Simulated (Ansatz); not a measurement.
`[SiH3]O[SiH](Cl)Cl` + NH₃ → `N[SiH](Cl)Cl` + silanol at 600 K and 1 bar (ligand exchange at the Si–O bond).

Isolated molecules relaxed with PBE0-D4/def2-TZVP in Ansatz; ΔE leaves out vibrations. CBS: MP2 limit from def2 TZ/QZ plus the TZ coupled-cluster correction, frozen cores. This one scheme is used for every species. One conformer a species, not always the lowest.

```json
{"species": "`[SiH3]O[SiH](Cl)Cl`", "CCSD(T)/CBS energy (Eh)": "-1575.48976", "H − E (kJ/mol)": "176.6", "S (J/(mol·K))": "489.1"}
{"species": "NH₃", "CCSD(T)/CBS energy (Eh)": "-56.50880", "H − E (kJ/mol)": "112.4", "S (J/(mol·K))": "219.5"}
{"species": "`N[SiH](Cl)Cl`", "CCSD(T)/CBS energy (Eh)": "-1265.28357", "H − E (kJ/mol)": "150.8", "S (J/(mol·K))": "401.2"}
{"species": "`O[SiH3]`", "CCSD(T)/CBS energy (Eh)": "-366.69042", "H − E (kJ/mol)": "135.7", "S (J/(mol·K))": "307.9"}
```

H − E and S are ideal-gas, rigid-rotor, harmonic terms from PBE0-D4/def2-TZVP, for one conformer and one mirror image of each species. 1 Eh = 2625.50 kJ/mol, R = 8.31446 J/(mol·K).

Question: By hand: ΔE, ΔH, ΔS and ΔG.

Answer: ΔE = (-1265.28357) + (-366.69042) − (-1575.48976) − (-56.50880) = 0.02457 Eh = 64.5 kJ/mol. Δ(H − E) = 150.8 + 135.7 − 176.6 − 112.4 = -2.5, so ΔH = 62.0 kJ/mol. ΔS = 401.2 + 307.9 − 489.1 − 219.5 = 0.5 J/(mol·K). ΔG = 62.0 − 600 × (0.5)/1000 = 61.7 kJ/mol.

Question: By hand: the equilibrium constant, and the temperature at which ΔG would vanish if ΔH and ΔS stayed fixed.

Answer: log₁₀ K = −ΔG/(RT ln 10) = -5.4. ΔG = 0 at ΔH/ΔS = 124000 K, far beyond where these terms or the molecules hold.

The number of gas molecules stays the same, so ΔS is small and ΔH decides. A doubt of 5 kJ/mol in ΔE shifts log₁₀ K by 0.4 here. Other conformers and mirror images would add mixing entropy, several J/(mol·K) or more a flexible species. Modes under 60 cm⁻¹, often nearly free rotors, make the harmonic entropy too high. These are equilibria of isolated gas molecules and say nothing of rates. Largest T1 diagnostic: 0.011 (customary marks: 0.02 for closed shells, 0.045 for open ones).
